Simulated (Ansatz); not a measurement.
Reaction: LiOH (SMILES [Li][OH]) → LiOH+ (parent SMILES [OH][Li], doublet) + e-
Each species at its own B3LYP-D3(BJ)/def2-TZVP minimum (Ansatz, a quantum-chemistry and plane-wave program).

Property: adiabatic ionisation energy (electronic), in eV. Radicals and triplets start from unrestricted determinants; spin-orbit coupling is neglected. Correlated methods leave the cores frozen. No relativity. CBS(X,Y): correlation extrapolated as X^-3, Hartree-Fock from the larger set. A bracket is a step between two methods taken in the basis named. Double hybrids freeze cores in their MP2 part. Full CI freezes restricted core orbitals, also for open shells; the composite that ends in it estimates full CI at the basis-set limit. The spin of HLiO+ (parent SMILES [Li][OH], doublet) was assumed, and the state is the lowest solution found for it.

CCSD(T)/CBS(def2-TZVPP,def2-QZVPP) + [CCSDT(Q) - CCSD(T)]/def2-QZVPP + [FCI - CCSDT(Q)]/def2-SVP (Ansatz) gives 8.89 eV.

Question: What does PBE/def2-TZVPD (Ansatz) give here, and how do the other levels compare?

Answer: PBE gives 9.02 eV, 0.13 eV above it. Differences of the others: B3LYP/def2-TZVPD (Ansatz) 0.09; PBE0/def2-TZVPD (Ansatz) -0.13; wB97M-V/def2-TZVPD (Ansatz) -0.04; B2PLYP/def2-TZVPD (Ansatz) 0.00; CCSD(T)/CBS(def2-TZVPP,def2-QZVPP) (Ansatz) 0.00 eV.
